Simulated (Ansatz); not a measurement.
Computed with Ansatz on PBE0-D4/def2-TZVP structures; ΔE is electronic, products minus reactants. CCSD(T)/CBS is the MP2 limit (def2-TZVPP, def2-QZVPP) plus CCSD(T) − MP2 in def2-TZVPP, frozen cores. This one scheme is used for every species. Functionals use def2-TZVPP. For Ga outer-core shells are correlated without core-valence functions, which leaves a few kJ/mol of doubt a bond. Scalar relativity is left out up to krypton. One conformer a species, not always the lowest.

Consider the ligand exchange at a Ga–C bond: `C=N[CH2][GaH][OH]` + H₂S → `[OH][GaH][SH]` + `C=NC`.

```json
{"level": "ωB97M-V", "ΔE (kJ/mol)": "-103.7"}
{"level": "HF/def2-TZVPP", "ΔE (kJ/mol)": "-123.7"}
```

(1) What does CCSD(T)/CBS give? (Best estimate.)

Largest T1 diagnostic among the species: 0.014.

## Answers

(1) Computed: -102.6 kJ/mol. The listed levels differ from it by -1.1, -21.1 kJ/mol.

In def2-TZVPP, CCSD(T) changes the Hartree–Fock value by +20.6 kJ/mol (the triples alone add +1.7 kJ/mol) and MP2 by +19.8 kJ/mol. The D4 term adds +4.8 kJ/mol with B3LYP and +2.9 kJ/mol with PBE0; it sums over pairs of atoms, weighted by their polarisabilities, and B3LYP, whose exchange is more repulsive, gets the larger term.

B3LYP here is the variant with VWN-RPA as its local correlation; programs differ in this.
